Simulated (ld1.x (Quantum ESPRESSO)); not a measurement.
## u(r) = r·R(r): atom against pseudo-atom (aluminium)

Columns: radius, all-electron u(r) and pseudo u(r) of the 3p shell (level -3.05 eV) of aluminium in the configuration [Ne] 3s1.5 3p1.5; PBE, non-relativistic, PAW scheme, ld1.x (Quantum ESPRESSO) 7.5.

```json
{"r (bohr)": "0.113", "all-electron": "0.0887", "pseudo": "-0.0038"}
{"r (bohr)": "0.225", "all-electron": "0.1838", "pseudo": "-0.0150"}
{"r (bohr)": "0.338", "all-electron": "0.2200", "pseudo": "-0.0333"}
{"r (bohr)": "0.450", "all-electron": "0.2048", "pseudo": "-0.0578"}
{"r (bohr)": "0.563", "all-electron": "0.1568", "pseudo": "-0.0879"}
{"r (bohr)": "0.675", "all-electron": "0.0918", "pseudo": "-0.1220"}
{"r (bohr)": "0.788", "all-electron": "0.0186", "pseudo": "-0.1597"}
{"r (bohr)": "0.900", "all-electron": "-0.0553", "pseudo": "-0.1991"}
{"r (bohr)": "1.013", "all-electron": "-0.1273", "pseudo": "-0.2397"}
{"r (bohr)": "1.125", "all-electron": "-0.1943", "pseudo": "-0.2798"}
{"r (bohr)": "1.238", "all-electron": "-0.2560", "pseudo": "-0.3193"}
{"r (bohr)": "1.350", "all-electron": "-0.3111", "pseudo": "-0.3566"}
{"r (bohr)": "1.463", "all-electron": "-0.3604", "pseudo": "-0.3919"}
{"r (bohr)": "1.575", "all-electron": "-0.4034", "pseudo": "-0.4242"}
{"r (bohr)": "1.688", "all-electron": "-0.4413", "pseudo": "-0.4539"}
{"r (bohr)": "1.800", "all-electron": "-0.4733", "pseudo": "-0.4801"}
{"r (bohr)": "1.913", "all-electron": "-0.5003", "pseudo": "-0.5032"}
{"r (bohr)": "2.025", "all-electron": "-0.5219", "pseudo": "-0.5229"}
{"r (bohr)": "2.138", "all-electron": "-0.5391", "pseudo": "-0.5392"}
{"r (bohr)": "2.250", "all-electron": "-0.5516", "pseudo": "-0.5516"}
{"r (bohr)": "2.363", "all-electron": "-0.5603", "pseudo": "-0.5603"}
{"r (bohr)": "2.475", "all-electron": "-0.5654", "pseudo": "-0.5654"}
{"r (bohr)": "2.588", "all-electron": "-0.5673", "pseudo": "-0.5673"}
{"r (bohr)": "2.700", "all-electron": "-0.5663", "pseudo": "-0.5663"}
{"r (bohr)": "2.813", "all-electron": "-0.5629", "pseudo": "-0.5629"}
{"r (bohr)": "2.925", "all-electron": "-0.5573", "pseudo": "-0.5573"}
```

(1) How many radial nodes do the two functions have?

(2) At about which radius was the pseudo-wave matched?

(3) Is the pseudo-wave norm-conserving?

Answers

(1) The all-electron 3p function has n − l − 1 = 1; the pseudo-wave has 0, since the states of the same l below it are removed with the core.

(2) 2.25 bohr, where the columns begin to agree (steps of 0.11 bohr).

(3) No, it belongs to a PAW set: the norm inside the radius is not constrained, and the difference is carried by the augmentation charge.
